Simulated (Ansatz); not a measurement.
C8H14FNOTi, SMILES `C[O][Ti]1234([F])([N](C)C)[C@H]5[C@@H]1[C@@H]2[C@@H]3[C@H]54`, one more setting.

```yaml
crystal:
  periodic: [false, false, false]
  atoms:
    - {symbol: C, position_ang: [-1.419157, -1.544355, -2.149594]}
    - {symbol: O, position_ang: [-0.454921, -1.556344, -1.133635]}
    - {symbol: Ti, position_ang: [0.469546, -0.122978, -0.504371]}
    - {symbol: F, position_ang: [1.146260, 0.790961, -1.892805]}
    - {symbol: N, position_ang: [-0.967335, 0.997761, 0.001981]}
    - {symbol: C, position_ang: [-2.086340, 0.545466, 0.783762]}
    - {symbol: C, position_ang: [-0.791850, 2.427229, 0.041301]}
    - {symbol: C, position_ang: [1.056029, -1.382970, 1.423189]}
    - {symbol: C, position_ang: [1.262210, -0.019617, 1.722022]}
    - {symbol: C, position_ang: [2.310409, 0.447862, 0.900605]}
    - {symbol: C, position_ang: [2.755798, -0.628698, 0.104375]}
    - {symbol: C, position_ang: [1.982935, -1.757421, 0.426482]}
    - {symbol: H, position_ang: [-0.948699, -1.453010, -3.134938]}
    - {symbol: H, position_ang: [-1.984300, -2.481984, -2.123939]}
    - {symbol: H, position_ang: [-2.119170, -0.707868, -2.029652]}
    - {symbol: H, position_ang: [-3.016082, 1.025639, 0.448370]}
    - {symbol: H, position_ang: [-1.966674, 0.782590, 1.853081]}
    - {symbol: H, position_ang: [-2.209528, -0.535211, 0.688871]}
    - {symbol: H, position_ang: [-1.690013, 2.937207, -0.333358]}
    - {symbol: H, position_ang: [-0.609184, 2.793700, 1.063983]}
    - {symbol: H, position_ang: [0.047737, 2.731100, -0.587231]}
    - {symbol: H, position_ang: [0.295658, -2.020272, 1.849676]}
    - {symbol: H, position_ang: [0.706010, 0.566392, 2.438570]}
    - {symbol: H, position_ang: [2.678290, 1.462789, 0.855044]}
    - {symbol: H, position_ang: [3.513468, -0.573211, -0.662877]}
    - {symbol: H, position_ang: [2.038901, -2.724746, -0.048913]}
basis:
  gaussian: {orbitals: 6-31G}
hamiltonian: {xc: {name: rPW86-PBE}, dispersion: d3bjatm}
```

```sh
$ ansatz run in.yaml --threads 11 --pin off --events-out ev --progress --plain --max-ram 174080MiB --backend cpu
```

Shortened log:

```
Functional definition: rPW86-PBE
2665 factors; their error is unknown
mean field evaluation 1: about -37908.7550 eV, gradient 1.1e2 eV
mean field evaluation 2: about -37365.8547 eV, gradient 5.0e2 eV
mean field evaluation 4: about -37878.5791 eV, gradient 2.0e2 eV
mean field evaluation 8: about -37938.9430 eV, gradient 6.9e0 eV
mean field evaluation 16: about -37938.8761 eV, gradient 3.3e-2 eV
mean field -37938.87608882 eV, -1394.2279803702 hartree, gradient 6.7e-5 eV, S^2 0.000000; 0 other end points of the search recorded, 0 dependent functions left out
reference -37938.87629309 eV, -1394.2279878770 hartree; 54, 54 occupied and 102, 102 virtual orbitals, 2665 factors
Total energy: -37939.70802910 eV, -1394.2585536115 hartree
```

Run time 3.1 s (11 threads of an AMD EPYC 7R13 on a shared host); peak host memory 1.9 GiB.
